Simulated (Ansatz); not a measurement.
`NCC[SiH2]N` + `B1CN1` → `NCC1BN1` + `C[SiH2]N`  (formal exchange of groups at a C–C bond)

Program: Ansatz. Geometries: PBE0-D4/def2-TZVP. ΔE: electronic, gas phase. CBS: MP2 limit from def2 TZ/QZ plus the TZ coupled-cluster correction, frozen cores. This one scheme is used for every species. DFT in def2-TZVPP. Each species was taken in one conformer, which may not be the lowest.

```tsv
species	ωB97M-V energy (Eh)
`NCC[SiH2]N`	-481.22250
`B1CN1`	-120.06927
`NCC1BN1`	-214.73127
`C[SiH2]N`	-386.56714
```

Question: Work out ΔE.

Answer: ΔE = (-214.73127) + (-386.56714) − (-481.22250) − (-120.06927) = -0.00664 Eh = -0.18 eV. CCSD(T)/CBS gives -0.18 eV.

Largest T1 diagnostic among the species: 0.013.
